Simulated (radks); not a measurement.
The numbers below are computed, except where a source is named.
Spherical quantum dot in the effective-mass picture: electrons in a parabolic well V = omega^2 r^2 / 2 with omega = 0.563, with a point charge +2 (a donor) at the centre, all in effective atomic units (hartree* = m*/eps^2 hartree, bohr* = eps/m* bohr), one dielectric constant everywhere. Level of theory: non-relativistic Kohn-Sham, r2SCAN, spin-polarised, spherical densities, generalised Kohn-Sham scheme (a radial shooting solver with Libxc functionals). Levels are named by radial order and angular momentum (1s, 1p, 1d, 2s, ...), and open shells are averaged over m. Results are scaled to m* = 0.189 and eps = 11, for which hartree* = 42.5 meV and bohr* = 3.08 nm.

N = 10, configuration 1s2 1p6 2s2. This is the lowest configuration that the search found. Occupied and some empty levels:

| level | occupation | eigenvalue (meV) | <r> (nm) |
|---|---|---|---|
| 1s | 2 | 134.71 | 3.163 |
| 1p | 6 | 170.16 | 7.396 |
| 2s | 2 | 172.64 | 7.516 |
| 1d | 0 | 187.95 | 8.683 |
| 1f | 0 | 206.78 | 9.599 |
| 2p | 0 | 208.48 | 8.358 |
| 1g | 0 | 227.08 | 10.37 |

Energy (meV): total 790.791, kinetic 313.05, external -260.93, Hartree 901.28, exchange-correlation -162.60.

Electron density:

| r (nm) | n(r) (e/nm^3) |
|---|---|
| 0.652 | 0.06651 |
| 1.74 | 0.01820 |
| 2.83 | 0.006300 |
| 3.92 | 0.003424 |
| 5.01 | 0.002814 |
| 6.10 | 0.002523 |
| 7.19 | 0.002070 |
| 8.28 | 0.001471 |
| 9.37 | 0.0008934 |
| 10.5 | 0.0004606 |
| 11.5 | 0.0002000 |
| 12.6 | 0.00007322 |
| 13.7 | 0.00002263 |
